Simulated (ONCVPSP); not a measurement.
**Reading a pseudo-wave (iodine (I))**

Columns: radius, all-electron u(r) and pseudo u(r) of the 4s shell (level -180.59 eV) of iodine in the configuration [Ar] 3d10 4s2 4p6 4d10 5s2 5p5; PBE, scalar-relativistic, ONCV scheme, ONCVPSP 4.0.1.

| r (bohr) | all-electron | pseudo |
| --- | --- | --- |
| 0.065 | 0.4671 | 0.0985 |
| 0.130 | 0.0674 | 0.2092 |
| 0.195 | -0.6398 | 0.3404 |
| 0.260 | -0.7506 | 0.4940 |
| 0.325 | -0.3835 | 0.6641 |
| 0.390 | 0.1562 | 0.8385 |
| 0.455 | 0.6607 | 1.0012 |
| 0.520 | 1.0373 | 1.1359 |
| 0.585 | 1.2652 | 1.2294 |
| 0.650 | 1.3632 | 1.2743 |
| 0.715 | 1.3622 | 1.2699 |
| 0.780 | 1.2940 | 1.2211 |
| 0.845 | 1.1862 | 1.1377 |
| 0.910 | 1.0586 | 1.0307 |
| 0.975 | 0.9259 | 0.9120 |
| 1.040 | 0.7971 | 0.7913 |
| 1.105 | 0.6777 | 0.6757 |
| 1.170 | 0.5704 | 0.5698 |
| 1.235 | 0.4761 | 0.4759 |
| 1.300 | 0.3947 | 0.3945 |
| 1.365 | 0.3253 | 0.3252 |
| 1.430 | 0.2669 | 0.2668 |
| 1.495 | 0.2181 | 0.2180 |
| 1.560 | 0.1776 | 0.1776 |
| 1.625 | 0.1442 | 0.1442 |
| 1.690 | 0.1168 | 0.1167 |

Q: How many radial nodes do the two functions have?

A: The all-electron 4s function has n − l − 1 = 3 (the table is too coarse to show those close to the nucleus); the pseudo-wave has 0, since the states of the same l below it are removed with the core.

Q: At about which radius was the pseudo-wave matched?

A: 1.30 bohr, where the columns begin to agree (steps of 0.07 bohr).

Q: Where does each function peak?

A: Outermost all-electron maximum near 0.65 bohr, pseudo maximum near 0.65 bohr (to the table’s step).

Q: Is the pseudo-wave norm-conserving?

A: Yes: the ONCV scheme keeps the norm inside the radius equal to the all-electron one, which fixes the energy derivative of the logarithmic derivative at the level.
